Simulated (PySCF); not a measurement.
# Correlation energy of Tc²⁺ (technetium, charge +2)

Starting occupation: [Kr] 4d5, 4d5/2 with m_j = -3/2, -1/2, +1/2, +3/2, +5/2. Computed with PySCF 2.14 in x2c-TZVPall-2c, with X2C-1e with screened-nucleus spin-orbit coupling, Gaussian nucleus. Frozen: [Ar] 3d10; 13 electrons correlated; the 6 highest virtual spinors left out.

MP2 pair energies summed by pair of shells (mhartree):

```csv
pair,energy,share (%)
4d-4p,-118.43,43.8
4p-4p,-64.51,23.8
4d-4d,-46.85,17.3
4p-4s,-23.96,8.9
4d-4s,-12.94,4.8
4s-4s,-3.89,1.4
```

Total MP2 correlation energy: -270.59 mhartree.

The GHF reference relaxed away from the jj start to a determinant that is no pure jj level (⟨S²⟩ = 8.74, ⟨J²⟩ = 8.75); the energies belong to that determinant.

This basis was not built for core-valence correlation, so the inner-shell part is incomplete.
